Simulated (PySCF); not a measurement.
# Nickel: a sound run and one with changed settings

Sound run: Ni [Ar] 3d8 4s2, Ni⁺ [Ar] 3d9. Computed with PySCF 2.14 in def2-SVP, with no relativity, point nucleus. The sound run starts from symmetry-adapted Hartree-Fock orbitals and uses a fine grid where one is needed.

A second run was set up differently.

```json
{"species": "Ni", "method": "UHF", "sound run (hartree)": "-1506.64312", "changed run (hartree)": "-1506.64312", "converged": "yes"}
{"species": "Ni", "method": "r2SCAN", "sound run (hartree)": "-1508.02348", "changed run (hartree)": "-1508.02081", "converged": "yes"}
{"species": "Ni", "method": "TPSS", "sound run (hartree)": "-1508.06462", "changed run (hartree)": "-1508.06699", "converged": "yes"}
{"species": "Ni⁺", "method": "UHF", "sound run (hartree)": "-1506.34536", "changed run (hartree)": "-1506.34536", "converged": "yes"}
{"species": "Ni⁺", "method": "r2SCAN", "sound run (hartree)": "-1507.72977", "changed run (hartree)": "-1507.72682", "converged": "yes"}
{"species": "Ni⁺", "method": "TPSS", "sound run (hartree)": "-1507.78666", "changed run (hartree)": "-1507.78921", "converged": "yes"}
```

Ionisation energy of Ni:

| method | sound run (eV) | changed run (eV) |
| --- | --- | --- |
| UHF | 8.102 | 8.102 |
| r2SCAN | 7.992 | 8.000 |
| TPSS | 7.563 | 7.559 |

Question: What was changed?
A. level shift left on
B. too few SCF iterations
C. radial grid too coarse
D. a valence shell is frozen

Answer: C. It used radial step 0.3 in ln r (0.13 in the sound run). A coarse radial grid mis-integrates the density and the exchange-correlation energy, with errors of either sign; Hartree-Fock needs no grid.
